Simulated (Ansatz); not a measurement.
The cluster Mg₂Zn₂ was relaxed with PBE (def2-SVP) in Ansatz in these states: neutral quintet, neutral singlet, neutral triplet. The geometries follow in no particular order.

A:

```xyz
4

Mg   -0.855   -1.609   -0.001
Mg    1.385    0.151    1.175
Zn    0.553    0.295   -1.495
Zn   -1.083    1.163    0.321
```

B:

```tsv
atom	x (Å)	y (Å)	z (Å)
Mg1	-0.438	0.427	-2.423
Mg2	0.140	1.389	0.675
Zn3	-0.080	-1.068	-0.411
Zn4	0.377	-0.748	2.159
```

C:

```xyz
4

Mg    0.459    0.464    1.344
Mg   -0.629    2.152   -0.760
Zn    0.548   -2.110    0.571
Zn   -0.378   -0.506   -1.155
```

**Question.** Judge from the bond lengths which geometry belongs to which state (an estimate).

**Answer.** A is the neutral singlet (Mg1–Zn4 2.800 Å, Mg2–Zn3 2.800 Å, Mg1–Mg2 3.081 Å); B is the neutral quintet (Mg1–Zn4 4.799 Å, Mg2–Zn3 2.695 Å, Mg1–Mg2 3.294 Å); C is the neutral triplet (Mg1–Zn4 2.808 Å, Mg2–Zn3 4.618 Å, Mg1–Mg2 2.908 Å).
